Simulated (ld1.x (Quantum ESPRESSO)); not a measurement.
## nickel: excitation energies, all-electron against TM

- Element: Ni (Z = 28)
- Generator: ld1.x (Quantum ESPRESSO) 7.5
- Type: norm-conserving Troullier–Martins (Kleinman–Bylander form)
- Functional: PBEsol
- Relativity: scalar-relativistic
- Frozen core: [Ar]
- Valence charge: 10
- Reference configuration: 3d8 4s2 4p0
- Partial waves: 4s (bound): rc 1.80 bohr; 4p (bound, empty): rc 3.10 bohr; 3d (bound): rc 1.30 bohr; 4f channel at 0.2 Ry: rc 3.30 bohr
- Local potential: all-electron potential smoothed inside 2.05 bohr (lloc = -1)
- Core correction: none

Energies are relative to the spin-unpolarised reference configuration 3d8 4s2 4p0; without spin polarisation the order of configurations can differ from experiment.

Task: Give the all-electron excitation energy and the error of the potential for: 3d8 4s1 4p0; 3d8 4s0 4p0; 3d7 4s0 4p0; 3d8 4s1 4p1; 3d8 4s0 4p1; 3d9 4s1 4p0; 3d8.5 4s1.5 4p0.

Result:

| valence configuration | charge | ΔE all-electron (eV) | error AE − PS (meV) |
| --- | --- | --- | --- |
| 3d8 4s1 4p0 | +1 | 9.337 | -3.3 |
| 3d8 4s0 4p0 | +2 | 26.597 | +2.4 |
| 3d7 4s0 4p0 | +3 | 64.034 | -45 |
| 3d8 4s1 4p1 | 0 | 4.630 | +1.9 |
| 3d8 4s0 4p1 | +1 | 15.049 | +13 |
| 3d9 4s1 4p0 | 0 | -1.608 | -141 |
| 3d8.5 4s1.5 4p0 | 0 | -1.188 | -41 |

ld1.x printed “convergence not achieved” for 4 of the counted tests; their residual had stalled under 1e-8, short of the target of 1e-14.
